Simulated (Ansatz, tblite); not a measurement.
Adding an electron: the cluster Li4S2⁺ (the lowest doublet isomer of a short search). The state is a doublet with charge 1. Geometry: PBE-D4/def2-TZVP. Ansatz, gas phase; energy differences of separate SCF runs; the reduced species is a singlet (the triplet lies 2.39 eV higher at PBE0-D4/def2-TZVP).

```xyz
6

Li   -0.364    1.040    3.851
Li    0.393   -1.042   -3.848
Li    0.035    1.333   -0.356
Li   -0.056   -1.332    0.353
S    -0.175    0.472    1.750
S     0.167   -0.471   -1.751
```

The xTB rows come from tblite. The structure comes from a short search, and lower isomers may exist.

```json
{"level": "PBE-D4/def2-TZVP", "−HOMO (eV)": "8.45", "−LUMO (eV)": "8.04", "vertical EA (eV)": "5.60", "HOMO–LUMO gap (eV)": "0.41"}
{"level": "r2SCAN-D4/def2-TZVP", "−HOMO (eV)": "8.40", "−LUMO (eV)": "7.96", "vertical EA (eV)": "5.63", "HOMO–LUMO gap (eV)": "0.44"}
{"level": "PBE0-D4/def2-TZVP", "−HOMO (eV)": "8.84", "−LUMO (eV)": "7.42", "vertical EA (eV)": "5.78", "HOMO–LUMO gap (eV)": "1.42"}
```

Problem. Estimate the rows for GFN1-xTB, GFN2-xTB.

Solution. 
| level | −HOMO (eV) | −LUMO (eV) | vertical EA (eV) | HOMO–LUMO gap (eV) |
| --- | --- | --- | --- | --- |
| GFN1-xTB | – | – | 11.83 | – |
| GFN2-xTB | – | – | 10.34 | – |

  HOMO and LUMO are the levels of the spin that leaves or enters (xTB has no such levels and no spin-polarisation term). Other spin states of the ions may lie lower, which would lower the ionisation energy or raise the affinity. Raw xTB energy differences between charge states are shifted by several eV; the methods need an empirical correction for them.
